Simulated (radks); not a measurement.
Species: Kr6+. Configuration: [Ar] 3d10 4s2.

Calculated with a radial shooting solver on a logarithmic mesh with Libxc functionals: scalar-relativistic Kohn-Sham, Wu-Cohen GGA, spin-polarised, spherical densities, finite nucleus; Fermi nuclear charge, rms radius 4.1884 fm.

Energy parts (Ry):
| part | energy |
|---|---|
| total | -5559.76047 |
| kinetic | 5687.53828 |
| electron-nucleus | -13204.80468 |
| Hartree | 2143.87206 |
| exchange-correlation | -186.36613 |

Orbitals (lengths in bohr, moments of r in powers of bohr):
orbital  occ.  eigenvalue (Ry)      <r>       <r^4>
1s          2        -1047.480  0.04150  0.00001387
2s          2        -143.9183   0.1835    0.002724
2p          6        -128.1101   0.1601    0.001968
3s          2        -26.17197   0.5293      0.1632
3p          6        -21.12629   0.5385      0.1918
3d         10        -12.75329   0.5478      0.2761
4s          2         -7.53347    1.360       6.283
4p          0         -6.21871    1.488       9.228
4d          0         -4.26829    1.814       21.36
4f          0         -2.69325    2.399       65.16
5s          0         -3.49376    2.696       90.12

The highest occupied level is 4s at -102.50 eV. For comparison, the ionisation energy in NIST's Atomic Spectra Database is 109.13 eV (theoretical). In exact Kohn-Sham theory the highest level is minus the ionisation energy, but local and semilocal functionals leave it too shallow, through self-interaction and a potential that decays too fast; potentials with the right tail come closer.
